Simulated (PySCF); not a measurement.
# Molecular orbitals of BeF⁻

RHF at R = 1.468 Å; PySCF, no relativity, basis sets Be def2-SVPD, F def2-SVPD. State: ¹Σ⁺ (singlet), closed shell. Only the outer orbitals are listed, counted within each symmetry.

```json
{"orbital": "3σ", "occ.": "2", "ε (eV)": "-35.43", "on Be (%)": "3", "main shells (%)": "97 F s"}
{"orbital": "4σ", "occ.": "2", "ε (eV)": "-12.67", "on Be (%)": "7", "main shells (%)": "92 F p"}
{"orbital": "1π", "occ.": "2", "ε (eV)": "-11.24", "on Be (%)": "1", "main shells (%)": "98 F p"}
{"orbital": "1π", "occ.": "2", "ε (eV)": "-11.24", "on Be (%)": "1", "main shells (%)": "98 F p"}
{"orbital": "5σ", "occ.": "2", "ε (eV)": "-0.84", "on Be (%)": "121", "main shells (%)": "110 Be s, 11 Be p"}
{"orbital": "2π", "occ.": "0", "ε (eV)": "5.16", "on Be (%)": "103", "main shells (%)": "103 Be p"}
{"orbital": "2π", "occ.": "0", "ε (eV)": "5.16", "on Be (%)": "103", "main shells (%)": "103 Be p"}
{"orbital": "6σ", "occ.": "0", "ε (eV)": "5.54", "on Be (%)": "94", "main shells (%)": "99 Be p, 12 F s"}
```

Which are the highest filled and the lowest empty level, where do they sit, and how wide is the gap?

Highest filled 5σ at -0.84 eV (in %: 110 Be s, 11 Be p); lowest empty 2π at 5.16 eV (in %: 103 Be p); the gap at RHF is 6.00 eV. An empty level above zero is unbound, and its energy depends on the basis.

| Item | Value |
| --- | --- |
| bond order (Mayer) | -0.66 |
| ⟨S²⟩ | 0.000 |
| charge on Be (Mulliken, basis-dependent) | -0.65 |
| charge on Be (Löwdin, basis-dependent) | -0.14 |
| dipole moment (positive dipole points towards F; it is taken about the centre of mass and depends on that origin) | 6.17 D |
| polarisability along the bond | 78.1 bohr³ |
| polarisability across the bond | 116.2 bohr³ |

Shares are Mulliken populations and can fall outside 0 to 100 %.
